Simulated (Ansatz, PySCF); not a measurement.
Ways to break one bond of O[SiH3]:

A. O[SiH3] [hydroxysilane] -> [O][SiH3] + H atom
B. O[SiH3] -> [SiH3] (SiH3) + [OH] (HO)

Quantity: bond dissociation energy (enthalpy at 298 K, with B3LYP-D3(BJ) rigid-rotor harmonic-oscillator terms from PySCF), kcal/mol. Structures are relaxed separately at B3LYP-D3(BJ)/def2-TZVP in Ansatz (a quantum-chemistry and plane-wave program). Cores are frozen in the correlated levels unless marked. UHF or UKS for open shells. No spin-orbit coupling. Non-relativistic. CBS(X,Y): correlation extrapolated as X^-3; Hartree-Fock from the larger set. The bracket is a focal-point correction in the basis named.

```csv
,revPBE-D4/def2-TZVPD (Ansatz + dftd4),CCSD/cc-pV(D+d)Z (Ansatz),CCSD/def2-TZVPPD (Ansatz),"RI-MP2/CBS(aug-cc-pV(T+d)Z,aug-cc-pV(Q+d)Z)+[CCSD(T)-MP2]/aug-cc-pV(T+d)Z (Ansatz)"
A,110.1,109.9,116.3,120.2
B,114.2,108.6,117.8,124.3
```
